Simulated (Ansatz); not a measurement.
Molecule: sum formula SiN3H6, charge 0, multiplicity 2. It need not be the lowest isomer of its formula. 
Structure (B3LYP-D3(BJ)/def2-TZVP (Ansatz, a program for electronic structure) minimum search):
```xyz
10

Si    -0.0661     0.0566     0.4035
N     -0.6955     1.3745    -0.5274
N     -0.8267    -1.3935    -0.1604
N      1.6258    -0.0697     0.0553
H     -1.4991     1.8932    -0.2092
H     -0.0388     1.9696    -1.0109
H     -0.9489    -2.1839     0.4531
H     -1.5973    -1.3042    -0.8066
H      2.3062     0.4122     0.6217
H      1.9778    -0.9583    -0.2699
```
Charge 0, spin multiplicity 2.

Basis-set convergence of Hartree-Fock and MP2 correlation energies (hartree) with Ansatz. Cores are frozen in the correlated levels unless marked. Open shells are spin-unrestricted. Spin-orbit coupling is left out. No relativistic terms.

```tsv
basis	functions	E(HF)	E(corr, MP2)
cc-pV(D+d)Z	95	-455.83299	-0.59542
cc-pV(T+d)Z	213	-455.91736	-0.74854
cc-pV(Q+d)Z	409	-455.93585	-0.80324
```

Extrapolating the two largest sets (X = 3 and 4) as X^-3: E(corr) = (64·(-0.80324) - 27·(-0.74854))/37 = -0.8432 Eh, an estimate of the basis-set limit. The largest set recovers 95.3 % of it, the smallest 70.6 %.
